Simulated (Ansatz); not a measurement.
Reaction (redistribution): `BC(B)C` + `BCC#C` → `BC#C` + `BCC(B)C`

Isolated molecules relaxed with PBE0-D4/def2-TZVP in Ansatz; ΔE leaves out vibrations. CCSD(T)/CBS is the MP2 limit (def2-TZVPP, def2-QZVPP) plus CCSD(T) − MP2 in def2-TZVPP, frozen cores. Functionals use def2-TZVPP. One conformer a species, not always the lowest.

(1) Is it downhill or uphill in electronic energy at CCSD(T)/CBS, and by how much? (Estimate.)

(2) What do these levels give: PBE, r2SCAN, PBE0, HF/def2-TZVPP, MP2/def2-TZVPP, SCS-MP2/def2-TZVPP, CCSD/def2-TZVPP, HF/def2-QZVPP, MP2/def2-QZVPP, SCS-MP2/def2-QZVPP, HF/CBS(def2), CCSD/CBS(def2)? (Estimate.)

Largest T1 diagnostic among the species: 0.014.

Results:

(1) Ansatz gave: Downhill: ΔE = -30.8 kJ/mol.

(2) Computed: PBE -40.7, r2SCAN -38.4, PBE0 -33.2, HF/def2-TZVPP 26.2, MP2/def2-TZVPP -41.1, SCS-MP2/def2-TZVPP -26.7, CCSD/def2-TZVPP -20.7, HF/def2-QZVPP 26.0, MP2/def2-QZVPP -40.8, SCS-MP2/def2-QZVPP -26.1, HF/CBS(def2) 25.9, CCSD/CBS(def2) -20.0 kJ/mol.

In def2-TZVPP, CCSD(T) changes the Hartree–Fock value by −57.6 kJ/mol (the triples alone add −10.8 kJ/mol) and MP2 by −67.3 kJ/mol. From PBE to PBE0 (25 % exact exchange), in def2-TZVPP and without D4, ΔE moves by +7.6 kJ/mol.
